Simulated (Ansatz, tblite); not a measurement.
Isomers of Ca$_{2}$F$_{5}$⁻ (singlet), found by a short tight-binding search and relaxed with PBE0-D4/def2-SVPD in Ansatz.

The xTB rows come from tblite. B3LYP takes the VWN-RPA correlation. Correlated methods freeze 15 core orbitals; core or outer-core shells of Ca are correlated, in sets that lack core-valence functions.

Other spin states weren't relaxed.

A:

```
atom    x (Å)    y (Å)    z (Å)
 Ca1   0.0762   1.3786   0.5579
 Ca2  -0.0759  -1.3789  -0.5572
  F3   1.6213   0.0038  -0.2306
  F4  -0.9968   0.5337  -1.1837
  F5   0.1811   3.2951   1.3311
  F6  -0.6235  -0.5381   1.4157
  F7  -0.1823  -3.2942  -1.3332
```

B:

Cartesian coordinates in Å:
```
Ca 0.523 -0.911 -1.064
Ca -0.651 1.140 1.334
F 0.886 -0.296 1.117
F -1.389 2.367 2.801
F -0.199 -2.851 -1.236
F -1.138 0.619 -0.657
F 1.968 -0.069 -2.296
```

Task: Estimate their order by electronic energy at PBE-QIDH/def2-TZVPD, counted from the lowest.

Result: A (0.00) < B (0.76), in eV.

Task: Do the other levels pick the same lowest one?

Result: Not GFN1-xTB. Energies above each level's lowest (eV):

| level | A | B |
| --- | --- | --- |
| GFN1-xTB | 0.00 | 0.00 |
| GFN2-xTB | 0.00 | 0.47 |
| HF/def2-SVPD | 0.00 | 0.76 |
| HF/def2-TZVPD | 0.00 | 0.73 |
| PBE-D4/def2-TZVPD | 0.00 | 0.65 |
| revPBE-D4/def2-TZVPD | 0.00 | 0.60 |
| r2SCAN-D4/def2-TZVPD | 0.00 | 0.75 |
| B3LYP-D4/def2-TZVPD | 0.00 | 0.68 |
| PBE0-D4/def2-TZVPD | 0.00 | 0.70 |
| PBE-QIDH/def2-TZVPD | 0.00 | 0.76 |
| MP2/def2-SVPD | 0.00 | 0.86 |
| MP2/def2-TZVPD | 0.00 | 0.75 |
| CCSD/def2-SVPD | 0.00 | 0.87 |
| CCSD(T)/def2-SVPD | 0.00 | 0.88 |
Point groups (tolerance 0.1 Å): A D3h, B not assigned. Lower isomers may exist.
